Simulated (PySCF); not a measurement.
**P4S4 realgar: 4 charge schemes on one density**

Species: P4S4 realgar, P4S4.
Z-matrix (Å and degrees, PBE0-D3(BJ)/def2-SVP geometry), rows numbered from 1:
```
P 
S   1  2.1258
P   2  2.1256  1   99.33
S   3  2.1248  2   95.08  1   -63.50
P   4  2.1257  3   99.36  2    63.35
S   5  2.1263  1  100.11  2   -97.11
P   6  2.1237  5   99.36  1    38.10
S   1  2.1248  2   94.93  3   -63.43
```

Density: PBE0/pcSseg-1 (PySCF); schemes: Mulliken, IAO, Hirshfeld and ESP-fitted. Geometry: PBE0-D3(BJ)/def2-SVP, one conformer, isolated molecule.

Problem. Give the atomic charges in each scheme.

Solution. In e:

```
atom                     environment  Mulliken     IAO  Hirshfeld  ESP-fitted
  P1  phosphorus bonded to P and 2 S    +0.130  +0.178     +0.083      +0.083
  S2            sulfur bonded to 2 P    -0.130  -0.178     -0.083      -0.082
  P3  phosphorus bonded to P and 2 S    +0.130  +0.178     +0.083      +0.077
  S4            sulfur bonded to 2 P    -0.130  -0.178     -0.083      -0.079
  P5  phosphorus bonded to P and 2 S    +0.131  +0.178     +0.083      +0.082
  S6            sulfur bonded to 2 P    -0.130  -0.178     -0.083      -0.081
  P7  phosphorus bonded to P and 2 S    +0.130  +0.178     +0.083      +0.081
  S8            sulfur bonded to 2 P    -0.130  -0.178     -0.083      -0.082
```

Mean size of the charges over all atoms: IAO 0.178 e, Mulliken 0.130 e, Hirshfeld 0.083 e, ESP-fitted 0.081 e. Each set sums to the total charge, 0, to within 0.001 e. The Mulliken scheme gives each basis function's population to the atom it is centred on and halves the overlap population of two atoms between them.

Lowest charge. All schemes pick atoms of one kind: Mulliken S2, S4, S6 and S8 (-0.130); IAO S2, S4, S6 and S8 (-0.178); Hirshfeld S2, S4, S6 and S8 (-0.083); ESP-fitted S2 and S8 (-0.082).

Highest charge. All schemes pick atoms of one kind: Mulliken P5 (+0.131); IAO P1, P3, P5 and P7 (+0.178); Hirshfeld P1, P3, P5 and P7 (+0.083); ESP-fitted P1 (+0.083).

Problem. How many electrons does the Mulliken scheme count on S6?

Solution. Z − q = 16 − (-0.130) = 16.130.

Problem. Sum the charges by element.

Solution. 
```
element  atoms  Mulliken     IAO  Hirshfeld  ESP-fitted
      P      4    +0.520  +0.713     +0.332      +0.324
      S      4    -0.520  -0.713     -0.332      -0.324
```
